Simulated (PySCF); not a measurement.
A series of related compounds: SMILES c1cpco1, C3H3OP; SMILES C=Cc1occp1, C5H5OP; SMILES C#Cc1occp1, C5H3OP; SMILES CC(C)c1occp1, C6H9OP; SMILES COc1occp1, C4H5O2P; SMILES CC(C)(C)c1occp1, C7H11OP; `c1ccc(-c2occp2)cc1`, C9H7OP; `CC(C)(C)c1oc(F)cp1`, C7H10FOP; SMILES CC(C)(C)c1oc(C=O)cp1, C8H11O2P; SMILES CC(C)(C)c1oc(Cl)cp1, C7H10ClOP.

Calculated, not measured (PySCF 2.14): NMR shieldings at PBE0/pcSseg-1/GIAO, GFN2-xTB geometry. Gas phase, one computed conformer, averaged over atoms made equivalent by symmetry, fast rotation or ring inversion, no relativistic terms.

δ = σ(ref) − σ, references computed at the same level: $^{31}$P (σ = 318.38 ppm) vs H3PO4.

Q: How does the $^{31}$P shift change along the series?

A: 
| compound | change | δ (ppm) | HOMO–LUMO gap (eV) |
| --- | --- | --- | --- |
| c1cpco1 | tBu replaced by H | 128.0 | 6.11 |
| C=Cc1occp1 | tBu replaced by vinyl | 121.9 | 4.57 |
| C#Cc1occp1 | tBu replaced by ethynyl | 174.9 | 4.93 |
| CC(C)c1occp1 | tBu replaced by iPr | 105.4 | 5.91 |
| COc1occp1 | tBu replaced by OCH3 | 1.1 | 5.96 |
| CC(C)(C)c1occp1 | base | 111.0 | 5.82 |
| c1ccc(-c2occp2)cc1 | tBu replaced by Ph | 118.2 | 4.49 |
| CC(C)(C)c1oc(F)cp1 | H replaced by F | 119.0 | 5.73 |
| CC(C)(C)c1oc(C=O)cp1 | H replaced by CHO | 128.0 | 5.01 |
| CC(C)(C)c1oc(Cl)cp1 | H replaced by Cl | 117.7 | 5.70 |
